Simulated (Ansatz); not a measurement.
Consider the substitution at a C–Sn bond: `FC[CH](F)[SnH3]` + H–F → `FCC(F)F` + `[SnH4]`.

Calculated with Ansatz (gas phase, PBE0-D4/def2-TZVP geometries, no zero-point term in ΔE). CCSD(T)/CBS adds triple-zeta CCSD(T) − MP2 to the extrapolated MP2 energy (def2 sets, frozen cores). This one scheme is used for every species. Functionals use def2-TZVPP. B3LYP here is the variant with VWN-RPA as its local correlation; programs differ in this. Elements past krypton have def2 core potentials. For Sn outer-core shells are correlated without core-valence functions, which leaves a few kJ/mol of doubt a bond. Each species was taken in one conformer, which may not be the lowest.

`FC[CH](F)[SnH3]`:

Z-matrix (Å, degrees):
```
C
C 1 1.494
F 1 1.384 2 111.3
H 1 1.096 2 109.8 3 -119.3
H 1 1.094 2 110.8 3 119.8
Sn 2 2.185 1 112.2 3 170.9
F 2 1.389 1 110.1 3 -68.5
H 2 1.095 1 109.8 3 49.5
H 6 1.701 2 107.7 1 171.0
H 6 1.705 2 108.8 1 50.8
H 6 1.708 2 109.0 1 -69.0
```

H–F:

Cartesian coordinates in Å:
```
F 0.020 -0.102 0.448
H -0.020 0.102 -0.448
```

`FCC(F)F`:

Cartesian coordinates in Å:
```
F 0.791 1.581 -0.176
C 0.729 0.211 -0.147
C -0.699 -0.218 0.084
F -1.095 0.115 1.332
F -0.760 -1.568 -0.027
H 1.358 -0.164 0.666
H 1.077 -0.185 -1.104
H -1.400 0.229 -0.628
```

`[SnH4]`:

```xyz
5

Sn    0.000    0.000    0.000
H    -0.881   -1.370    0.499
H     0.123    1.099    1.296
H    -0.803    0.747   -1.304
H     1.561   -0.476   -0.491
```

```tsv
level	ΔE (kJ/mol)
B3LYP	-3.2
HF/def2-QZVPP	-26.5
```

Task: What does CCSD(T)/CBS give? (An estimate is asked.)

Result: Ansatz gave: +22.5 kJ/mol. The listed levels differ from it by -25.7, -49.0 kJ/mol.

Largest T1 diagnostic among the species: 0.013.

In def2-TZVPP, CCSD(T) changes the Hartree–Fock value by +37.4 kJ/mol (the triples alone add +4.1 kJ/mol) and MP2 by +49.2 kJ/mol. The D4 term adds +9.0 kJ/mol with B3LYP and +5.0 kJ/mol with PBE0; it sums over pairs of atoms, weighted by their polarisabilities, and B3LYP, whose exchange is more repulsive, gets the larger term.
